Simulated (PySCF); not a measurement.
# RbCa and its ions

PBE0; Rb def2-SVP with ECP28, Ca def2-SVP; scalar-relativistic core potentials (PySCF 2.14). Neutral (UKS): doublet (σ ↑), Re = 4.441 Å, ωe = 60.5 cm⁻¹, De = 0.21 eV, HOMO -2.83 eV, LUMO -1.47 eV.

RbCa⁺ (UKS): singlet (closed shell), Re = 4.315 Å, ωe = 72.1 cm⁻¹, De = 0.47 eV to Rb⁺ + Ca. The energies at the minima are -701.37954 hartree for RbCa and -701.23457 for RbCa⁺.

(1) Work out the adiabatic ionisation energy, without and with harmonic zero-point energies (1 hartree = 27.2114 eV, 1 eV = 8065.5 cm⁻¹), and the change of the bond length.

Closed-shell solutions of metal pairs were not tested for spin polarisation, which can lower them a little. Weak bonds: RbCa, RbCa⁺. Basis-set superposition, not corrected here, can be much of De in a small basis, most of all at correlated wavefunction levels. For an ion De counts to the pair picked by the measured ionisation energies or electron affinities, which need not be the lowest pair at this level. States were picked by a PBE0 search and need not be the measured ground states.

## Answers

(1) At PBE0: 0.14497 hartree = 3.945 eV between the minima; the zero-point term (72.1 − 60.5)/2 cm⁻¹ = +0.001 eV makes it 3.946 eV. Re changes by -12.6 pm against the neutral. The electron leaves a σ orbital, and the shorter bond of the ion fits an antibonding orbital, or a change in how ionic the bond is.
